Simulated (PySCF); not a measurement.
Compound: heptane, C₇H₁₆.
SMILES with atom numbers: `[CH3:1][CH2:2][CH2:3][CH2:4][CH2:5][CH2:6][CH3:7]` (hydrogens: H8, H9, H10 on C1; H11, H12 on C2; H13, H14 on C3; H15, H16 on C4; H17, H18 on C5; H19, H20 on C6; H21, H22, H23 on C7)

Geometry (PBE0-D3(BJ)/def2-SVP, Å), atoms numbered from 1 in this order:
```xyz
23
C7H16 angstrom
C     -3.822    0.380   -0.108
C     -2.548   -0.367    0.254
C     -1.278    0.367   -0.151
C      0.003   -0.373    0.208
C      1.272    0.361   -0.197
C      2.554   -0.379    0.161
C      3.817    0.363   -0.245
H     -4.722   -0.176    0.197
H     -3.889    0.553   -1.194
H     -3.860    1.366    0.383
H     -2.525   -0.557    1.342
H     -2.556   -1.365   -0.221
H     -1.297    0.557   -1.240
H     -1.267    1.366    0.322
H     -0.008   -1.372   -0.266
H      0.022   -0.562    1.296
H      1.284    1.360    0.277
H      1.254    0.551   -1.286
H      2.540   -1.376   -0.314
H      2.568   -0.570    1.249
H      3.846    0.538   -1.332
H      4.724   -0.198    0.026
H      3.877    1.348    0.246
```

Theory: TDDFT B3LYP/def2-SVPD, vertical, gas phase, core orbitals frozen in the response in PySCF 2.14.0, density-fitted response routines.

Ground-to-excited transition dipoles (e·a0, same axes as the geometry; the sign carries no meaning), for the states with f of 0.002 or more among the lowest 10:

| state | E (eV) | μx | μy | μz |
| --- | --- | --- | --- | --- |
| S1 | 8.154 | -0.207 | 0.000 | 0.004 |
| S6 | 8.661 | 0.003 | 0.064 | 0.122 |
| S7 | 8.680 | -0.183 | 0.000 | 0.004 |
| S9 | 8.796 | -0.178 | 0.000 | 0.003 |
| S10 | 8.851 | 0.012 | 0.313 | 0.603 |

Work out the oscillator strengths.

f = (2/3) ΔE |μ|² with ΔE in hartree (27.2114 eV).

```json
{"state": "S1", "|μ|² (au)": "0.043", "|μ| (D)": "0.53", "f": "0.009"}
{"state": "S6", "|μ|² (au)": "0.019", "|μ| (D)": "0.35", "f": "0.004"}
{"state": "S7", "|μ|² (au)": "0.034", "|μ| (D)": "0.47", "f": "0.007"}
{"state": "S9", "|μ|² (au)": "0.032", "|μ| (D)": "0.45", "f": "0.007"}
{"state": "S10", "|μ|² (au)": "0.462", "|μ| (D)": "1.73", "f": "0.100"}
```

What is the point group, and which symmetry does each of these states have?

C2v. Polarised across the twofold axis, so B1 or B2: S1, S6, S7, S9 and S10. Which of B1 and B2 hangs on the choice of axes; S1, S7 and S9 take one label and S6 and S10 the other.

How is the summed strength of these states shared among x, y and z?

(2/3) Σ ΔE μα² gives 0.023 for x, 0.022 for y and 0.082 for z, 0.127 in all.

What peak molar absorption coefficient would the strongest computed level give as a lone Gaussian band 0.4 eV wide at half height?

ε(max) = 2.175×10⁸ f / FWHM, with the width in cm⁻¹. S10: 2.175×10⁸ × 0.1001 / 3226 ≈ 6700 L mol⁻¹ cm⁻¹.

The vertical ionisation energy (ΔSCF) is 10.34 eV, 1.49 eV above S10.

One conformer stands for the species.

Without π bonds the low states may be Rydberg-like; a valence basis with one diffuse set may place them up to an eV too high.
